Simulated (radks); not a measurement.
Question: These are the eigenvalues of the occupied orbitals of an atom or ion with whole-number occupations (hartree). Calculated with a radial shooting solver on a logarithmic mesh with Libxc functionals: scalar-relativistic Kohn-Sham, BLYP, spin-polarised, spherical densities, point nucleus.

orbital  eigenvalue
1s up     -65.66988
1s down   -65.66424
2s up      -5.11127
2s down    -5.10554
2p up      -3.50489
2p down    -3.49715
3s up      -0.40901
3s down    -0.35740
3p up      -0.15917

Which element is it, and in what charge state? The configuration may be excited. Open shells, if any, are filled with parallel spins first.

Answer: Z = 14, silicon, charge 0: Si in [Ne] 3s2 3p2. The list shows which subshells hold electrons but not how many an open one holds; the 1s level, -65.67 hartree, gives Z - s = 11.5 by -(Z - s)^2/2, which with screening and relativity narrows Z to a few neighbours, and the depths of the outer levels then fix element, charge and occupations together.
